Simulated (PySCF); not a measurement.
Ir(2+): excitation energy

Ir(2+) [Xe] 4f14 5d7 (4F) → Ir(2+) [Xe] 4f14 5d6 6s1 (6D), as a difference of total energies. Computed with PySCF 2.14 in x2c-TZVPPall with one added diffuse shell each of s, p, d, f type (12s8p8d4f1g, 113 functions), with scalar relativity by spin-free X2C-1e. Correlated levels: valence and next inner shell: [Kr] 4d10 4f14 frozen. The calculations carry no spin-orbit coupling.

```tsv
method	excitation energy (cm⁻¹)
UHF	11737
MP2 (valence and next inner shell)	12927
SCS-MP2 (valence and next inner shell)	15840
CCSD (valence and next inner shell)	13892
CCSD(T) (valence and next inner shell)	14095
```

A first-order spin-orbit estimate (lowest level to lowest level, LS coupling) adds 0.241 eV.
